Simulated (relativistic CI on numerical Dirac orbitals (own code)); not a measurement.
Transition arrays of Sm17+

Computed by Dirac-Coulomb-Breit CI, separate exchange-only KLI orbitals for each configuration, model QED (radiative potential, 1s self-energy scaled to tabulated hydrogen-like ionisation energies), valence Slater integrals scaled by 0.9, whole transition arrays (own radial code, finite nucleus).

Configuration list (outside the closed core [Ar] 3d10 4s2): 4p6 4d9, 4p6 4d8 4f, 4p5 4d10, 4p6 4d8 5p, 4p6 4d8 5f. Levels of other configurations are missing.

All E1 lines from the levels of 4p6 4d9; mean and standard deviation are weighted by gf, and upper levels are sorted by their leading configuration.

| Upper configuration | Lines | Σgf | Mean (eV) | Mean (nm) | σ (eV) | Strongest line (nm) |
| --- | --- | --- | --- | --- | --- | --- |
| 4p6 4d8 4f | 82 | 89.2 | 170.81 | 7.259 | 3.00 | 7.231 |
| 4p5 4d10 | 2 | 0.2 | 119.10 | 10.410 | 1.75 | 10.355 |
| 4p6 4d8 5p | 60 | 8.4 | 197.98 | 6.262 | 2.92 | 6.290 |
| 4p6 4d8 5f | 81 | 5.5 | 297.81 | 4.163 | 3.23 | 4.134 |

Σgf per state of the lower configuration in bins of 0.1 nm over the central range (centre: value): 4.15: 0.38, 4.25: 0.16, 6.15: 0.10, 6.25: 0.53, 6.35: 0.12, 7.05: 0.65, 7.25: 7.10, 7.35: 1.11.

Question: How do configuration mixing and the scaling of the Slater integrals move the arrays?

Answer: Slater scale 0.9, no configuration mixing: 4p6 4d8 4f 169.3 ± 4.4 eV (Σgf 79.6), 4p5 4d10 138.5 ± 11.8 eV (Σgf 4.7), 4p6 4d8 5p 198.3 ± 2.9 eV (Σgf 10.8), 4p6 4d8 5f 297.5 ± 3.2 eV (Σgf 7.8); Slater scale 1: 4p6 4d8 4f 174.3 ± 3.0 eV (Σgf 91.6), 4p5 4d10 117.7 ± 1.7 eV (Σgf 0.2), 4p6 4d8 5p 198.0 ± 3.1 eV (Σgf 7.9), 4p6 4d8 5f 297.9 ± 3.4 eV (Σgf 5.5); Slater scale 0.8: 4p6 4d8 4f 167.3 ± 3.0 eV (Σgf 87.0), 4p5 4d10 120.5 ± 1.8 eV (Σgf 0.2), 4p6 4d8 5p 197.9 ± 2.8 eV (Σgf 8.8), 4p6 4d8 5f 297.7 ± 3.1 eV (Σgf 5.6). With mixing, levels are counted to their leading configuration, so an array can shrink or vanish into another, and the sums then hold other lines.
